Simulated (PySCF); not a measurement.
boroxine (B3H3O3), SMILES O1BOBOB1.

Geometry: PBE0-D3(BJ)/def2-SVP.

All values below come from B3LYP/def2-TZVP (PySCF).

Isolated molecule, no solvent.

Q: Estimate the frontier levels, gap, dipole moment and polarisability. (An estimate is asked for; the answer gives what the named calculation found.)

A: 
```yaml
highest_occupied_level: -9.39 eV
lowest_empty_level: -0.84 eV
orbital_gap: 8.55 eV
dipole_moment: 0.00 D
quadrupole, principal values (traceless, Buckingham form, about the centre of nuclear charge): -2.96, -2.96, 5.93 D·Å
mean_static_polarisability: 44.1 bohr³ (6.54 Å³)
polarisability_principal_values: 31.8, 50.3, 50.3 bohr³
```
